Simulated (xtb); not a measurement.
CH5OSb, SMILES C[O][SbH2]. All values are semi-empirical tight-binding results from xtb (GFN2-xTB unless named), good for trends rather than for accurate numbers. Geometry: GFN2-xTB.

For metal compounds this method's bond lengths and energies can be far off.

Computed properties:
| Item | Value |
|---|---|
| point group as xtb finds it | Cs |
| orbital gap | 4.88 eV |
| zero-point energy | 32.3 kcal/mol |
| G − E(el) at 298.15 K (modified RRHO) | 14.1 kcal/mol |
